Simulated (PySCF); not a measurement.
## Ge: excitation energy

Ge [Ar] 3d10 4s2 4p2 (3P) → Ge [Ar] 3d10 4s1 4p2 4d1 (high-spin determinant), as a difference of total energies. Computed with PySCF 2.14 in x2c-TZVPPall with one added diffuse shell each of s, p, d type (7s6p5d1f, 57 functions), with scalar relativity by spin-free X2C-1e. Correlated levels: valence: [Ar] 3d10 frozen. The calculations carry no spin-orbit coupling.

```csv
method,excitation energy (eV)
UHF,11.119
MP2 (valence),12.114
SCS-MP2 (valence),12.413
CCSD (valence),12.233
CCSD(T) (valence),12.221
```

Question: How much does correlation contribute at CCSD(T) (valence)?

Answer: 12.221 − (11.119) = 1.102 eV, measured against UHF.

A first-order spin-orbit estimate (lowest level to lowest level, LS coupling) adds 0.009 eV.

The upper state lies above the first ionisation limit, but in LS coupling its spin forbids autoionisation to the ground ion.

The promoted electron is Rydberg-like, and one or two diffuse shells describe it only roughly, which tends to raise the upper state.

The coupled-cluster amplitudes are large for the upper state (T1 above 0.03 or a double amplitude above 0.15), so a single reference is strained.

The determinant of the upper state mixes LS terms, which raises its energy above the lowest term, most at the Hartree-Fock and MP2 levels.
